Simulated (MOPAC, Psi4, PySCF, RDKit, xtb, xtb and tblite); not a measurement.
Conformational energy of SMILES C(C)(C)([SiH2]S)C. Scanned: dihedral C2–Si5–S6–H18; all other coordinates were relaxed at GFN2-xTB. Points at φ and −φ are mirror images.

Geometry of the scan point at -60° (Å):
```
18

C     -0.4907     0.2662     1.5090
C     -0.3367    -0.0415     0.0174
C     -0.3690    -1.5581    -0.1840
C     -1.5054     0.5888    -0.7401
Si     1.3011     0.6833    -0.6657
S      3.0119    -0.1290     0.3568
H      0.2964    -0.2125     2.0897
H     -0.4537     1.3387     1.6942
H     -1.4476    -0.1060     1.8740
H      0.4623    -2.0373     0.3301
H     -0.3069    -1.8104    -1.2409
H     -1.2963    -1.9733     0.2100
H     -1.5225     1.6678    -0.6016
H     -2.4518     0.1852    -0.3813
H     -1.4321     0.3850    -1.8061
H      1.5341     0.2888    -2.0473
H      1.3366     2.1338    -0.4856
H      2.6823     0.2911     1.5687
```

Methods: GFN2-xTB (xtb and tblite); MMFF94 // GFN2-xTB (RDKit); PBE0/def2-SVP // GFN2-xTB (Psi4); PBE0-D3(BJ)/def2-SVP // GFN2-xTB (Psi4); PBE/def2-SVP // GFN2-xTB (Psi4); PBE-D3(BJ)/def2-SVP // GFN2-xTB (Psi4); UFF // GFN2-xTB (RDKit); AM1, restricted, heats of formation // GFN2-xTB (MOPAC); PM6, restricted, heats of formation // GFN2-xTB (MOPAC); GFN1-xTB // GFN2-xTB (xtb); RKS-B3LYP/6-31G* = restricted B3LYP/6-31G*, spherical d, density fitting // GFN2-xTB (PySCF); RHF/3-21G = PySCF with restricted Hartree-Fock/3-21G // GFN2-xTB; RHF/6-31G* = restricted Hartree-Fock/6-31G*, spherical d, density fitting // GFN2-xTB in PySCF; RMP2/6-31G* = restricted MP2 (frozen core)/6-31G*, spherical d // GFN2-xTB (PySCF).

Least-squares fit of E(φ) = a0 + Σ (a_n cos nφ + b_n sin nφ), n = 1 to 4, to the 24 scan points, in kcal/mol above the lowest point of each profile (levels whose profile four harmonics don't fit are not listed):

| method | a0 | a1 | b1 | a2 | b2 | a3 | b3 | a4 | b4 | rms of fit |
|---|---|---|---|---|---|---|---|---|---|---|
| GFN2-xTB | 0.45 | 0.08 | 0.00 | -0.16 | 0.00 | 0.23 | 0.00 | 0.00 | 0.00 | 0.01 |
| MMFF94 | 0.35 | 0.11 | 0.00 | 0.08 | 0.00 | 0.27 | 0.00 | -0.04 | 0.00 | 0.01 |
| PBE0/def2-SVP | 0.84 | 0.18 | 0.00 | 0.64 | 0.00 | 0.47 | 0.00 | 0.02 | 0.00 | 0.01 |
| PBE0-D3(BJ)/def2-SVP | 0.83 | 0.12 | 0.00 | 0.61 | 0.00 | 0.47 | 0.00 | 0.02 | 0.00 | 0.01 |
| PBE/def2-SVP | 0.90 | 0.07 | 0.00 | 0.70 | 0.00 | 0.46 | 0.00 | 0.03 | 0.00 | 0.01 |
| PBE-D3(BJ)/def2-SVP | 0.88 | 0.00 | 0.00 | 0.65 | 0.00 | 0.46 | 0.00 | 0.03 | 0.00 | 0.01 |
| UFF | 0.58 | 0.27 | 0.00 | 0.13 | 0.00 | 0.39 | 0.00 | -0.06 | 0.00 | 0.04 |
| AM1 | 0.18 | -0.15 | 0.00 | 0.13 | 0.00 | 0.03 | 0.00 | 0.01 | 0.00 | 0.00 |
| PM6 | 0.39 | -0.10 | 0.00 | 0.23 | 0.00 | 0.23 | 0.00 | 0.01 | 0.00 | 0.01 |
| GFN1-xTB | 0.77 | 0.22 | 0.00 | -0.13 | 0.00 | 0.45 | 0.00 | 0.01 | 0.00 | 0.01 |
| RKS-B3LYP/6-31G* | 0.79 | 0.15 | 0.00 | 0.60 | 0.00 | 0.46 | 0.00 | 0.04 | 0.00 | 0.01 |
| RHF/3-21G | 0.71 | 0.45 | 0.00 | 0.68 | 0.00 | 0.35 | 0.00 | 0.03 | 0.00 | 0.01 |
| RHF/6-31G* | 0.75 | 0.32 | 0.00 | 0.55 | 0.00 | 0.49 | 0.00 | 0.02 | 0.00 | 0.02 |
| RMP2/6-31G* | 0.77 | 0.20 | 0.00 | 0.53 | 0.00 | 0.50 | 0.00 | 0.02 | 0.00 | 0.02 |

MMFF94 has few fitted parameters for silicon.
